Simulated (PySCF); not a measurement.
# How the method moves the proton affinities of 3-fluorobenzaldehyde

Structure: `O=Cc1cccc(F)c1` (C7H5FO). Numbering: `[O:1]=[CH:2][c:3]1[cH:4][cH:5][cH:6][c:7]([F:8])[cH:9]1` These are map numbers, not IUPAC locants.

All levels share the PBE0-D3(BJ)/def2-SVP structures and the PBE0-D3(BJ)/def2-SVP thermal terms; only the single-point energies (PySCF) change. Values are proton affinities (298 K, kJ/mol).

Measured (NIST Chemistry WebBook): proton affinity (−ΔH) 814 kJ/mol.

| level | O1 | C4 | C6 | C9 |
| --- | --- | --- | --- | --- |
| ωB97X-D3(BJ)/def2-TZVP | 828 | 750 | 733 | 732 |
| PBE/def2-SVP (grid 2, damp 0.5) | 836 | 748 | 735 | 734 |

The widest spread is that of O1: 8 kJ/mol, from 828 to 836.

Known limits: the order of C6 and C9 is undecided: the gaps lie inside the method's error (some 10 kJ/mol, one structure a species); not every ring carbon need be listed, and shares count the listed sites alone.
